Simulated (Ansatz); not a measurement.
Program: Ansatz. Geometries: PBE0-D4/def2-TZVP. ΔE: electronic, gas phase. CCSD(T)/CBS is the MP2 limit (def2-TZVPP, def2-QZVPP) plus CCSD(T) − MP2 in def2-TZVPP, frozen cores. This one scheme is used for every species. Functionals use def2-TZVPP. Each species was taken in one conformer, which may not be the lowest.

Consider the substitution at a C–Al bond: `N=[CH][AlH][OH]` + `CC(O)F` → `CC(F)OC=N` + `[OH][AlH2]`.

(1) Is it downhill or uphill in electronic energy at CCSD(T)/CBS, and by how much? (Best estimate.)

(2) What do these levels give: r2SCAN-D4, PBE0-D4, ωB97M-V, B2PLYP, PBE, MP2/def2-TZVPP, CCSD/def2-TZVPP, CCSD(T)/def2-TZVPP, MP2/def2-QZVPP, SCS-MP2/def2-QZVPP, HF/CBS(def2), MP2/CBS(def2)? (Estimate.)

Largest T1 diagnostic among the species: 0.013.

Results:

(1) The calculation gave: Uphill: ΔE = +0.05 eV.

(2) The calculation gave: r2SCAN-D4 -0.07, PBE0-D4 -0.04, ωB97M-V -0.01, B2PLYP -0.01, PBE -0.02, MP2/def2-TZVPP 0.00, CCSD/def2-TZVPP 0.03, CCSD(T)/def2-TZVPP 0.02, MP2/def2-QZVPP 0.02, SCS-MP2/def2-QZVPP 0.03, HF/CBS(def2) -0.09, MP2/CBS(def2) 0.04 eV.

In def2-TZVPP, CCSD(T) changes the Hartree–Fock value by +0.10 eV (the triples alone add −0.01 eV) and MP2 by +0.09 eV.
